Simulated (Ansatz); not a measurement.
Cost and result up the ladder for FeBr3 (4 atoms). Total charge 0; sextet. Geometry: r2SCAN-D4/def2-SVP.

```xyz
4

Fe    0.0049    0.0014   -0.0049
Br   -1.6131    0.6653   -1.4698
Br    0.9448    1.5152    1.4198
Br    0.6634   -2.1819    0.0549
```

Ansatz on 4 threads of Arm Neoverse N1 on a shared host. Times are rough, and most runs start from the orbitals of an earlier one. PBE0-D4/def2-TZVPD serves as the yardstick here, not as an exact answer. Differences are given only for rows in sets of like size (and for xTB, whose basis is part of the method), since another set adds its own error. Binding counts from free atoms at the same level (Fe quintet, Br doublet; other spins of the atoms weren't run), without zero-point energy or a counterpoise term.

The 6-31G sets use Cartesian d functions. B3LYP takes the VWN-RPA correlation. Correlated methods freeze 32 core orbitals; core or outer-core shells of Fe, Br are correlated, in sets that lack core-valence functions. The rows differ in basis, and correlated rows in double-zeta sets carry the largest basis error. In CCSD on the charge 0 sextet the largest single amplitude is 0.17, so its Hartree–Fock determinant may place the open shell otherwise than the density functionals do.

Correlated methods converge slowly with the basis, most of all in double-zeta sets.

```json
{"level": "HF/6-31G", "functions": "116", "wall time": "3.6 s", "binding energy per atom (eV)": "1.15", "difference from PBE0-D4/def2-TZVPD (eV)": "–"}
{"level": "PBE-D4/def2-SVP", "functions": "127", "wall time": "4.4 s", "binding energy per atom (eV)": "2.71", "difference from PBE0-D4/def2-TZVPD (eV)": "–"}
{"level": "B3LYP-D4/6-31G", "functions": "116", "wall time": "7 s", "binding energy per atom (eV)": "2.16", "difference from PBE0-D4/def2-TZVPD (eV)": "–"}
{"level": "PBE-D4/def2-TZVP", "functions": "189", "wall time": "8 s", "binding energy per atom (eV)": "2.59", "difference from PBE0-D4/def2-TZVPD (eV)": "0.19"}
{"level": "revPBE-D4/def2-TZVP", "functions": "189", "wall time": "8 s", "binding energy per atom (eV)": "2.47", "difference from PBE0-D4/def2-TZVPD (eV)": "0.07"}
{"level": "PBE0-D4/def2-SVP", "functions": "127", "wall time": "8.5 s", "binding energy per atom (eV)": "2.40", "difference from PBE0-D4/def2-TZVPD (eV)": "–"}
{"level": "PBE-D4/def2-TZVPD", "functions": "219", "wall time": "12 s", "binding energy per atom (eV)": "2.60", "difference from PBE0-D4/def2-TZVPD (eV)": "0.20"}
{"level": "MP2/def2-TZVP", "functions": "189", "wall time": "13 s", "binding energy per atom (eV)": "2.17", "difference from PBE0-D4/def2-TZVPD (eV)": "-0.23"}
{"level": "PBE0-D4/def2-TZVP (with forces)", "functions": "189", "wall time": "19 s", "binding energy per atom (eV)": "2.39", "difference from PBE0-D4/def2-TZVPD (eV)": "-0.01"}
{"level": "PBE0-D4/def2-TZVPD", "functions": "219", "wall time": "20 s", "binding energy per atom (eV)": "2.40", "difference from PBE0-D4/def2-TZVPD (eV)": "0.00"}
{"level": "r2SCAN-D4/def2-TZVP", "functions": "189", "wall time": "21 s", "binding energy per atom (eV)": "2.60", "difference from PBE0-D4/def2-TZVPD (eV)": "0.20"}
{"level": "PBE-QIDH/def2-TZVP", "functions": "189", "wall time": "23 s", "binding energy per atom (eV)": "2.28", "difference from PBE0-D4/def2-TZVPD (eV)": "-0.12"}
{"level": "r2SCAN-D4/def2-TZVPD", "functions": "219", "wall time": "25 s", "binding energy per atom (eV)": "2.61", "difference from PBE0-D4/def2-TZVPD (eV)": "0.21"}
{"level": "CCSD(T)/def2-SVP", "functions": "127", "wall time": "2.8 min", "binding energy per atom (eV)": "2.11", "difference from PBE0-D4/def2-TZVPD (eV)": "–"}
```
